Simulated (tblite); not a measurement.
C₃H₁₀O₂SeSi₃.
Atom-mapped SMILES: `[CH:1]#[C:2][SiH2:3][O:4][Si@H:5]([O:6][SiH3:7])[Se:8][CH3:9]` (hydrogens: H10 on C1; H11, H12 on Si3; H13 on Si5; H14, H15, H16 on Si7; H17, H18, H19 on C9)

Computed with GFN2-xTB (tblite), gas phase: L-BFGS steps from a force-field or distance-geometry start until the largest atomic force falls under 0.01 eV/Å.

Step 2: E = -765.7132 eV
```
atom  x, y, z in Å  |  force x, y, z in eV/Å
C1      5.1179   -1.0506   -0.0464   -0.608   0.255  -0.101
C2      4.0425   -0.5529   -0.2541   -0.333  -0.166   0.175
Si3     2.3685    0.1866   -0.5722    0.717  -0.034  -0.085
O4      1.1779   -0.6099    0.2539   -0.346   0.661  -0.223
Si5    -0.3213   -0.0933   -0.1348   -0.370  -0.030  -0.238
O6     -0.9995    1.0035    0.8831    0.201   0.256  -0.720
Si7    -1.4945    2.3854    0.1040   -0.088   0.214  -0.248
Se8    -1.7286   -1.7699   -0.7795    0.244   0.075   0.178
C9     -3.2180   -2.0932    0.4994    0.097   0.137  -0.316
H10     6.0476   -1.4827    0.1300    0.447  -0.159   0.060
H11     2.0321    0.0340   -1.9969    0.236  -0.025   0.128
H12     2.4161    1.6070   -0.1826   -0.062  -0.193   0.042
H13    -0.1071    0.6976   -1.3906   -0.331  -0.640   0.291
H14    -0.3366    2.9914   -0.5935   -0.186  -0.065   0.308
H15    -2.4071    1.9234   -0.9610   -0.011   0.148   0.292
H16    -2.1217    3.3959    0.9619    0.177  -0.536   0.191
H17    -3.9152   -1.2626    0.5031    0.167   0.171   0.141
H18    -2.8328   -2.3393    1.4732    0.152   0.183   0.307
H19    -3.7302   -2.9612    0.1106   -0.102  -0.250  -0.182
```

Step 3: E = -765.7752 eV
```
atom  x, y, z in Å  |  force x, y, z in eV/Å
C1      5.1139   -1.0492   -0.0469   -0.387   0.146  -0.054
C2      4.0349   -0.5548   -0.2516    0.070  -0.342   0.249
Si3     2.3771    0.1854   -0.5732    0.332   0.082  -0.089
O4      1.1696   -0.5958    0.2472   -0.045   0.510  -0.117
Si5    -0.3247   -0.0933   -0.1346   -0.429  -0.081  -0.385
O6     -0.9957    1.0084    0.8665    0.109   0.267  -0.404
Si7    -1.4951    2.3869    0.1009   -0.096   0.247  -0.245
Se8    -1.7237   -1.7689   -0.7777    0.178   0.018   0.179
C9     -3.2190   -2.0926    0.4971    0.198   0.020  -0.184
H10     6.0528   -1.4843    0.1306    0.102   0.000  -0.005
H11     2.0365    0.0337   -1.9942    0.230  -0.030   0.074
H12     2.4150    1.6038   -0.1819   -0.038  -0.154   0.046
H13    -0.1129    0.6865   -1.3855   -0.312  -0.554   0.132
H14    -0.3401    2.9901   -0.5880   -0.101  -0.008   0.235
H15    -2.4071    1.9261   -0.9557   -0.083   0.125   0.199
H16    -2.1187    3.3868    0.9652    0.136  -0.470   0.241
H17    -3.9111   -1.2606    0.5055    0.111   0.204   0.111
H18    -2.8309   -2.3352    1.4760    0.090   0.186   0.157
H19    -3.7307   -2.9637    0.1079   -0.066  -0.168  -0.139
```

Step 4: E = -765.8662 eV
```
atom  x, y, z in Å  |  force x, y, z in eV/Å
C1      5.1086   -1.0485   -0.0469   -0.031  -0.033   0.027
C2      4.0220   -0.5670   -0.2402    0.482  -0.495   0.308
Si3     2.3945    0.1864   -0.5771   -0.284   0.213  -0.033
O4      1.1557   -0.5558    0.2311    0.310   0.188   0.086
Si5    -0.3416   -0.0957   -0.1437   -0.283  -0.196  -0.301
O6     -0.9866    1.0252    0.8264   -0.064   0.191   0.209
Si7    -1.4984    2.3955    0.0893   -0.086   0.227  -0.143
Se8    -1.7102   -1.7674   -0.7705   -0.022  -0.214   0.113
C9     -3.2158   -2.0938    0.4915    0.156  -0.037   0.027
H10     6.0582   -1.4840    0.1302   -0.223   0.142  -0.063
H11     2.0509    0.0323   -1.9875    0.201  -0.038  -0.114
H12     2.4124    1.5941   -0.1793    0.030   0.021   0.063
H13    -0.1318    0.6518   -1.3746   -0.242  -0.242  -0.435
H14    -0.3484    2.9882   -0.5722    0.161   0.177   0.006
H15    -2.4103    1.9342   -0.9415   -0.296   0.062  -0.082
H16    -2.1101    3.3580    0.9786    0.004  -0.251   0.394
H17    -3.9004   -1.2514    0.5125    0.132   0.086   0.021
H18    -2.8262   -2.3220    1.4818   -0.001   0.130  -0.079
H19    -3.7321   -2.9708    0.0999    0.055   0.069  -0.007
```

Problem. Estimate the geometry and energy of step 5. (The exact step hangs on the optimiser's Hessian estimate; all steps are aligned on step 4, rigid shifts and turns removed.)

Solution. E = -765.8989 eV, largest force 0.677 eV/Å
```
atom  x, y, z in Å  |  force x, y, z in eV/Å
C1      5.1089   -1.0500   -0.0459    0.107  -0.098   0.057
C2      4.0197   -0.5772   -0.2320    0.233  -0.355   0.243
Si3     2.3981    0.1895   -0.5789   -0.239   0.152   0.001
O4      1.1542   -0.5373    0.2261    0.189   0.087   0.133
Si5    -0.3519   -0.0996   -0.1509   -0.098  -0.106  -0.074
O6     -0.9840    1.0344    0.8137   -0.070   0.062   0.256
Si7    -1.5010    2.4022    0.0827   -0.057   0.149  -0.087
Se8    -1.7054   -1.7704   -0.7660   -0.093  -0.328   0.052
C9     -3.2128   -2.0942    0.4893    0.099  -0.028   0.092
H10     6.0578   -1.4822    0.1293   -0.148   0.103  -0.046
H11     2.0596    0.0311   -1.9869    0.187  -0.036  -0.180
H12     2.4118    1.5908   -0.1773    0.058   0.122   0.071
H13    -0.1428    0.6348   -1.3775   -0.217  -0.130  -0.628
H14    -0.3490    2.9904   -0.5660    0.233   0.240  -0.075
H15    -2.4163    1.9383   -0.9375   -0.350   0.054  -0.166
H16    -2.1067    3.3431    0.9900   -0.050  -0.157   0.445
H17    -3.8938   -1.2470    0.5156    0.139   0.036  -0.020
H18    -2.8242   -2.3150    1.4832   -0.016   0.087  -0.121
H19    -3.7318   -2.9724    0.0967    0.091   0.145   0.045
```

The energy changes by -0.0327 eV. The first-order estimate −F·Δx gives -0.0403 eV and the mean of the old and new forces, exact on a quadratic surface, -0.0327 eV. The step makes an angle of 55° with the force vector and moves no atom by more than 0.020 Å.

What follows is the cost of the whole relaxation. Time: 3.0 s wall. Hardware: one thread, Arm Neoverse V1 (aarch64), no GPU, shared host.
